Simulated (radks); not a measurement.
Values are calculated unless marked as measured or tabulated.
Question: H-, configuration [He]. Level of theory: non-relativistic Kohn-Sham, r2SCAN, spin-unpolarised, spherical densities, point nucleus; meta-GGA in the generalised Kohn-Sham scheme; hard spherical wall at 10 bohr (a radial shooting solver on a logarithmic mesh with Libxc functionals). Some entries of the table are withheld. Estimate them.

orbital  occ.  eigenvalue (hartree)  <r^2> (bohr^2)  <1/r> (bohr^-1)
1s          2               0.06915           8.529           0.7027
2p          0                   (1)           35.73           0.1930
2s          0               0.21334           35.31              (2)

Answer: 
(1) 2p eigenvalue (hartree): 0.21011
(2) 2s <1/r> (bohr^-1): 0.3514
